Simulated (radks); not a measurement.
Results of a calculation; reference values are marked as such.
Q: Code: a radial shooting solver on a logarithmic mesh with Libxc functionals. Model: scalar-relativistic Kohn-Sham, exchange-only LDA, spin-polarised, spherical densities, finite nucleus; open shells are filled with parallel spins first; Fermi nuclear charge, rms radius of each element as measured or else 0.836 A^(1/3) + 0.57 fm. Response by self-consistent Sternheimer equations with the Hartree and adiabatic exchange-only LDA kernel, the relativistic mass of each level held fixed and spin-orbit coupling left out. For heavy and open-shell atoms this level of theory can miss by tens of per cent. Rank Fe6+, Ni8+, Mn5+, Co7+, V3+, Cr4+, Ca, Ti2+, Sc+ (NIST ground configurations) by static dipole polarisability, largest first.

A: Ca 160.6, Sc+ 55.76, Ti2+ 5.868, V3+ 2.402, Cr4+ 1.401, Mn5+ 0.9410, Fe6+ 0.6796, Co7+ 0.5133, Ni8+ 0.3998 bohr^3.
